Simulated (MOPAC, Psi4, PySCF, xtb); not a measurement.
Approach curve of the dimer H4OSi ··· Br2 (SMILES O[SiH3] and BrBr). Monomers: optimised at B3LYP-D3(BJ) (def2-TZVP), held rigid. Orientation: lowest of the rigid-body minima from ten starts at GFN2-xTB. R is the distance of the centres of mass, along which the second monomer moves.

- GFN1-xTB (xtb)
- RKS-B3LYP/6-31G* = restricted B3LYP/6-31G*, spherical d, no counterpoise correction run with PySCF
- PM3, restricted, heats of formation (MOPAC)
- SAPT0/jun-cc-pVDZ, frozen core (Psi4)

Interaction energies in kcal/mol; the last columns give the difference from SAPT0:

```tsv
R / Å	GFN1-xTB	RKS-B3LYP/6-31G*	PM3	SAPT0/jun-cc-pVDZ	GFN1-xTB − SAPT0/jun-cc-pVDZ	RKS-B3LYP/6-31G* − SAPT0/jun-cc-pVDZ	PM3 − SAPT0/jun-cc-pVDZ
3.13	11.92	17.79	2.85	16.56	-4.64	1.23	-13.71
3.36	3.58	7.91	0.08	6.87	-3.30	1.03	-6.79
3.57	0.51	3.53	1.23	2.74	-2.24	0.78	-1.52
3.74	-0.47	1.71	1.76	1.12	-1.59	0.59	0.64
3.92	-0.83	0.72	1.65	0.29	-1.12	0.43	1.36
4.10	-0.89	0.24	1.32	-0.07	-0.82	0.31	1.39
4.47	-0.74	-0.01	0.82	-0.21	-0.53	0.20	1.03
4.77	-0.60	0.04	0.60	-0.15	-0.44	0.19	0.75
5.23	-0.41	0.13	0.41	-0.05	-0.36	0.18	0.47
5.97	-0.22	0.12	0.26	0.02	-0.24	0.10	0.24
6.93	-0.09	0.06	0.15	0.04	-0.13	0.03	0.12
8.24	-0.03	0.03	0.08	0.03	-0.06	0.00	0.05
```

GFN1-xTB is furthest from SAPT0/jun-cc-pVDZ at 3.13 (-4.64 kcal/mol, below); its mean absolute difference over the points is 1.29 kcal/mol.

RKS-B3LYP/6-31G* is furthest from SAPT0/jun-cc-pVDZ at 3.13 (1.23 kcal/mol, above); its mean absolute difference over the points is 0.42 kcal/mol.

PM3 is furthest from SAPT0/jun-cc-pVDZ at 3.13 (-13.71 kcal/mol, below); its mean absolute difference over the points is 2.34 kcal/mol.
